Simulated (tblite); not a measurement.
Q: What does the GFN2-xTB structure of `C=C[C@]1(F)[CH]OC1` [radical] look like in three dimensions? (Doublet state.)

A: 
```xyz
13
C5H6FO angstrom
C      2.157    0.299    0.273
C      0.922   -0.103    0.516
C     -0.227    0.120   -0.416
F      0.233    0.432   -1.686
C     -1.308    1.008    0.115
O     -2.226   -0.011    0.260
C     -1.355   -0.934   -0.406
H      2.948    0.147    0.986
H      2.419    0.781   -0.653
H      0.648   -0.581    1.446
H     -1.308    1.865    0.758
H     -1.725   -1.192   -1.399
H     -1.183   -1.831    0.189
```

Any rigid rotation of these coordinates is as good. Atoms count from 1 in this order. Of the pairs four or more bonds apart, F4···H9 is among the closest relative to their van der Waals radii: 2.44 Å, 91 % of the sum of Bondi's values. The 4 C–C bonds span 1.321 Å (C1=C2, drawn double) to 1.544 Å (C3–C7, drawn single), a spread of 0.223 Å. C5 (carbon bonded to C, O and H) has angles 133.4°, 121.9° and 94.6°, sum 349.9°, 0.23 Å off the plane of its three neighbours. C2 (carbon bonded to 2 C and H) is planar (angles 123.9°, 122.0° and 114.0°, sum 359.9°, 0.02 Å off the plane of its three neighbours).

Bonds between heavy atoms (Å): C1=C2 1.321, C2–C3 1.497, C3–F4 1.386, C3–C5 1.496, C5–O6 1.379, O6–C7 1.434, C3–C7 1.544.

The geometry is computed with GFN2-xTB (gas phase). This method treats the open shell by occupation alone, without spin polarisation.

Point group: C1 (no symmetry element, even within 0.4 Å). Its GFN2-xTB frequencies are all real (lowest 59 cm⁻¹). Torsions: C1–C2–C3–F4 17°.

One conformer stands for the species.
